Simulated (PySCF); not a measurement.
# ORD: `C=C[C@H]1CO[Si@H](F)C1`, C₅H₉FOSi

Geometry (Å), atoms numbered from 1 in this order:
```xyz
17

C     1.890    0.963    0.517
C     1.593   -0.154   -0.120
C     0.288   -0.510   -0.772
C    -0.427   -1.559    0.112
O    -1.188   -0.907    1.101
Si   -1.584    0.630    0.756
F    -3.183    0.747    0.574
C    -0.685    0.665   -0.913
H     1.202    1.784    0.612
H     2.856    1.103    0.971
H     2.333   -0.944   -0.178
H     0.509   -0.963   -1.745
H     0.288   -2.214    0.617
H    -1.101   -2.172   -0.495
H    -1.245    1.509    1.849
H    -1.393    0.456   -1.718
H    -0.160    1.577   -1.179
```

Computed with PySCF 2.14.0, TDDFT CAM-B3LYP/def2-SVPD circular dichroism and optical rotation, one conformer, gas phase. Geometry: GFN2-xTB.

The molecule is flexible and this is one conformer; a measurement averages over conformers.

Stereocentres: C3 S, Si6 R.

Q: Give the optical rotatory dispersion at 633, 589.3, 546, 436, 405, 365, 355 nm.

A: [α] in deg dm⁻¹ (g/mL)⁻¹:
```tsv
λ (nm)	origin-invariant length gauge	modified velocity gauge	length gauge (centre of mass)	isotropic polarisability (au)
633	-97.4	-100.2	-96.6	82.0
589.3	-114.9	-118.2	-114.0	82.3
546	-137.7	-141.6	-136.6	82.6
436	-242.6	-249.2	-240.6	84.1
405	-296.3	-304.2	-293.9	84.8
365	-399.4	-409.8	-396.0	85.9
355	-434.3	-445.4	-430.6	86.3
```

Q: And for the mirror image at 589.3 nm?

A: +114.9 deg dm⁻¹ (g/mL)⁻¹ (origin-invariant length gauge): the same size and the opposite sign.

Q: What is the molar rotation [Φ] = [α]·M/100 of the geometry above at 589.3 nm?

A: With M = 132.21 g/mol, -151.9 deg cm² dmol⁻¹ (origin-invariant length gauge).

The first excitation lies at 7.38 eV (168 nm) with R = -36.0 × 10⁻⁴⁰ esu² cm² (velocity form).
